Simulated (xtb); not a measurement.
O2Si, singlet, at a GFN2-xTB geometry of the parent state; GFN0-xTB run with xtb.

Input for xtb:
```
$ xtb mol.xyz --gfn 0 --chrg 0 --uhf 0 --json

# file mol.xyz
3

O     -1.48961561     0.17688023    -0.04245102
Si    -0.00491603    -0.05453814     0.03992787
O      1.49821866    -0.08143848    -0.02742276
```

Task: Write the output that xtb gives for this input, abridged.

Result: 
```
   ID    Z sym.   atoms
    1    8 O      1, 3
    2   14 Si     2

           -------------------------------------------------
          |                Calculation Setup                |
           -------------------------------------------------

           -------------------------------------------------
          |                 G F N 0 - x T B                 |
           -------------------------------------------------

          ...................................................
          :                      SETUP                      :
          :.................................................:
          :  # basis functions                  18          :
          :  # atomic orbitals                  17          :
          :  # shells                            7          :
          :  # electrons                        16          :
          :  electronic temp.          300.0000000     K    :
          :  accuracy                    1.0000000          :
          :  -> integral cutoff          0.2500000E+02      :
          :  -> integral neglect         0.1000000E-07      :
          ...................................................

         :::::::::::::::::::::::::::::::::::::::::::::::::::::
         ::                     SUMMARY                     ::
         :::::::::::::::::::::::::::::::::::::::::::::::::::::
         :: total energy              -8.282949962313 Eh    ::
         :: gradient norm              0.008612445119 Eh/a0 ::
         :: HOMO-LUMO gap              4.510631341835 eV    ::
         ::.................................................::
         :: H0 energy                 -8.199435854677 Eh    ::
         :: repulsion energy           0.070572827832 Eh    ::
         :: electrostat energy        -0.153631635356 Eh    ::
         :: -> Gsolv                   0.000000000000 Eh    ::
         ::    -> Gsasa                0.000000000000 Eh    ::
         ::    -> Gshift               0.000000000000 Eh    ::
         :: dispersion energy         -0.000455300112 Eh    ::
         :: short-range corr.          0.000000000000 Eh    ::
         :: add. restraining           0.000000000000 Eh    ::
         :: total charge               0.000000000000 e     ::
         :::::::::::::::::::::::::::::::::::::::::::::::::::::

           -------------------------------------------------
          |                Property Printout                |
           -------------------------------------------------

    * Orbital Energies and Occupations

         #    Occupation            Energy/Eh            Energy/eV
      -------------------------------------------------------------
         1        2.0000           -0.6810878             -18.5333
         2        2.0000           -0.6567026             -17.8698
         3        2.0000           -0.4950618             -13.4713
         4        2.0000           -0.4699447             -12.7878
         5        2.0000           -0.4529247             -12.3247
         6        2.0000           -0.4528980             -12.3240
         7        2.0000           -0.4457635             -12.1298
         8        2.0000           -0.4453348             -12.1182 (HOMO)
         9                         -0.2795721              -7.6075 (LUMO)
        10                         -0.2673846              -7.2759
        11                         -0.2367516              -6.4423
        12                         -0.0908257              -2.4715
        13                         -0.0907859              -2.4704
        14                          0.0779308               2.1206
        15                          0.1001331               2.7248
        16                          0.1980675               5.3897
        17                          0.7925244              21.5657
      -------------------------------------------------------------
                  HL-Gap            0.1657627 Eh            4.5106 eV
             Fermi-level            0.0000000 Eh            0.0000 eV

     #   Z          covCN         q      C6AA      α(0)
     1   8 O        0.771    -0.483    23.369     6.485
     2  14 Si       1.542     0.966   188.357    28.573
     3   8 O        0.771    -0.483    23.369     6.485

 Mol. C6AA /au·bohr⁶  :        523.810838
 Mol. C8AA /au·bohr⁸  :      24552.317070
 Mol. α(0) /au        :         41.543091

Wiberg/Mayer (AO) data.
largest (>0.10) Wiberg bond orders for each atom

 ---------------------------------------------------------------------------
     #   Z sym  total        # sym  WBO       # sym  WBO       # sym  WBO
 ---------------------------------------------------------------------------
     1   8 O    2.000 --     2 Si   1.957
     2  14 Si   3.914 --     1 O    1.957     3 O    1.957
     3   8 O    2.000 --     2 Si   1.957
 ---------------------------------------------------------------------------

Topologies differ in total number of bonds
Writing topology from bond orders to xtbtopo.mol

 dipole moment from electron density (au)
     X       Y       Z
  -0.0372  -0.4125   0.3020  total (Debye):    1.303

           -------------------------------------------------
          | TOTAL ENERGY               -8.282949962313 Eh   |
          | GRADIENT NORM               0.008612445119 Eh/α |
          | HOMO-LUMO GAP               4.510631341835 eV   |
           -------------------------------------------------

normal termination of xtb
```
